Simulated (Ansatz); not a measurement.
Al11Sb10F3, 24 atoms. Hardware: 4 threads of AMD EPYC 7R13 on a shared host and a share (37 GiB) of an NVIDIA H100 80GB HBM3.

In the def2 sets Sb takes a core potential; there is no spin–orbit coupling. Correlated methods freeze 98 core orbitals; core or outer-core shells of Sb are correlated, in sets that lack core-valence functions. Single mean-field runs in def2-SVP, def2-TZVP are fitted with def2-universal-jkfit.

(1) How many basis functions does each of these Ansatz runs have, and roughly what does it cost? r2SCAN-D4/def2-TZVP, charge 0 singlet, energy, from earlier orbitals; PBE0-D4/def2-SVP, charge 0 singlet, energy, from earlier orbitals; PBE-D4/def2-TZVP, charge 0 singlet, energy and forces, from earlier orbitals; BLYP-D4/def2-TZVP, charge 0 singlet, energy, from earlier orbitals; r2SCAN-D4/def2-SVP, charge 0 singlet, relaxation, 61 steps; HF/STO-3G, charge 0 singlet, energy; PBE-D4/def2-SVP, charge 0 singlet, energy, from earlier orbitals; MP2/def2-SVP, charge 0 singlet, energy, from earlier orbitals; PBE0-D4/def2-TZVP, charge 0 singlet, energy, from earlier orbitals.

## Answers

(1) Other jobs shared the machine, so times can vary by a factor of up to 3.

```csv
run,functions,fitting or Cholesky vectors,wall time,peak host memory (GiB)
"PBE-D4/def2-SVP, charge 0 singlet, energy, from earlier orbitals",500,3819,3.9 s,1.1
"PBE0-D4/def2-SVP, charge 0 singlet, energy, from earlier orbitals",500,3819,5 s,1.1
"HF/STO-3G, charge 0 singlet, energy",384,4066,5.5 s,1.1
"BLYP-D4/def2-TZVP, charge 0 singlet, energy, from earlier orbitals",1000,3819,6.5 s,1.3
"MP2/def2-SVP, charge 0 singlet, energy, from earlier orbitals",500,5456,7.5 s,1.4
"r2SCAN-D4/def2-TZVP, charge 0 singlet, energy, from earlier orbitals",1000,3819,8 s,1.4
"PBE-D4/def2-TZVP, charge 0 singlet, energy and forces, from earlier orbitals",1000,3819,9 s,1.4
"PBE0-D4/def2-TZVP, charge 0 singlet, energy, from earlier orbitals",1000,3819,16 s,1.3
"r2SCAN-D4/def2-SVP, charge 0 singlet, relaxation, 61 steps",500,3819,5.2 min,1.3
```
